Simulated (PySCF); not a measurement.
# Steps of a relaxation of [Pr(NH3)3]3+

[Pr(NH3)3]3+ (singlet in the valence; each metal's 4f electrons, 2 of them, lie in its core potential, out of spins and levels; a saddle point, relaxed within its symmetry). PySCF 2.14.0, RKS BP86, Pr lcecp-1-SVP with ECP48, N def2-SVP, H def2-SVP; non-relativistic Hamiltonian with scalar-relativistic core potentials where named; density fitting; no spin-orbit coupling. Origin of the start: template. Columns: position (Å) and force (eV/Å). Energies are counted from the last step; some of the 8 steps are shown. Forces carry noise of the integration grid, about 0.01 to 0.03 eV/Å.

Run from Python with OMP_NUM_THREADS=2. Where DIIS fails, smearing, a level shift and second-order steps follow.
It took 45 s on 2 threads of Arm Neoverse V1, on a shared host, from the converged density of the start.

```xyz
13
step 0  E = 0.183 eV
Pr    0.0000    0.0000    0.0000     0.00    0.00    0.00
N     2.5950    0.0000    0.0000    -1.95    0.04    0.00
H     2.9930   -0.4696    0.8133     0.57   -0.42    0.70
H     2.9930   -0.4696   -0.8133     0.57   -0.42   -0.70
H     2.9930    0.9392    0.0000     0.56    0.80    0.00
N    -1.2975    2.2473    0.0000     0.94   -1.71    0.00
H    -1.0898    2.8268    0.8133     0.08    0.70    0.70
H    -1.0898    2.8268   -0.8133     0.08    0.70   -0.70
H    -2.3098    2.1224    0.0000    -0.97    0.08    0.00
N    -1.2975   -2.2473    0.0000     1.01    1.67    0.00
H    -1.9032   -2.3572    0.8133    -0.64   -0.28    0.70
H    -1.9032   -2.3572   -0.8133    -0.64   -0.28   -0.70
H    -0.6831   -3.0616    0.0000     0.41   -0.88    0.00
```

```xyz
13
step 2  E = 0.006 eV
Pr    0.0000    0.0000    0.0000     0.00    0.00    0.00
N     2.5527    0.0011    0.0000    -0.11    0.00    0.00
H     3.0010   -0.4745    0.8196    -0.01    0.04   -0.07
H     3.0010   -0.4745   -0.8196    -0.01    0.04    0.07
H     3.0010    0.9481    0.0000    -0.01   -0.09    0.00
N    -1.2773    2.2102    0.0000     0.05   -0.09    0.00
H    -1.0896    2.8362    0.8196    -0.03   -0.03   -0.07
H    -1.0896    2.8362   -0.8196    -0.03   -0.03    0.07
H    -2.3216    2.1249    0.0000     0.08    0.04    0.00
N    -1.2754   -2.2113    0.0000     0.05    0.09    0.00
H    -1.9114   -2.3617    0.8196     0.04   -0.01   -0.07
H    -1.9114   -2.3617   -0.8196     0.04   -0.01    0.07
H    -0.6794   -3.0730    0.0000    -0.07    0.05    0.00
```

```xyz
13
step 5  E = 0.000 eV
Pr    0.0000    0.0000    0.0000     0.00    0.00    0.00
N     2.5336    0.0012    0.0000     0.00    0.00    0.00
H     2.9881   -0.4718    0.8154    -0.01   -0.01    0.02
H     2.9881   -0.4718   -0.8154    -0.01   -0.01   -0.02
H     2.9888    0.9429    0.0000     0.00    0.02    0.00
N    -1.2679    2.1936    0.0000     0.00    0.00    0.00
H    -1.0854    2.8237    0.8154     0.01    0.00    0.01
H    -1.0854    2.8237   -0.8154     0.01    0.00   -0.01
H    -2.3110    2.1169    0.0000    -0.01   -0.01    0.00
N    -1.2657   -2.1948    0.0000     0.00    0.00    0.00
H    -1.9027   -2.3518    0.8154    -0.01    0.01    0.01
H    -1.9027   -2.3518   -0.8154    -0.01    0.01   -0.01
H    -0.6778   -3.0598    0.0000     0.02    0.00    0.00
```

Q: Where does the relaxation end?

A: It converges at step 7 in C3h:
```xyz
13
step 7  E = 0
Pr    0.0000    0.0000    0.0000
N     2.5315    0.0013    0.0000
H     2.9844   -0.4724    0.8162
H     2.9844   -0.4724   -0.8162
H     2.9854    0.9439    0.0000
N    -1.2669    2.1917    0.0000
H    -1.0831    2.8208    0.8162
H    -1.0831    2.8208   -0.8162
H    -2.3101    2.1134    0.0000
N    -1.2646   -2.1930    0.0000
H    -1.9013   -2.3484    0.8162
H    -1.9013   -2.3484   -0.8162
H    -0.6752   -3.0574    0.0000
```

Q: How did the contacts change?

A: 
```json
{"contact": "Pr1–N2 (NH3)", "start (Å)": "2.595", "end (Å)": "2.532"}
{"contact": "Pr1–N6 (NH3)", "start (Å)": "2.595", "end (Å)": "2.532"}
{"contact": "Pr1–N10 (NH3)", "start (Å)": "2.595", "end (Å)": "2.532"}
```


An lcecp potential fixes the number of 4f electrons, so in runs with it no electron can move into or out of that shell.
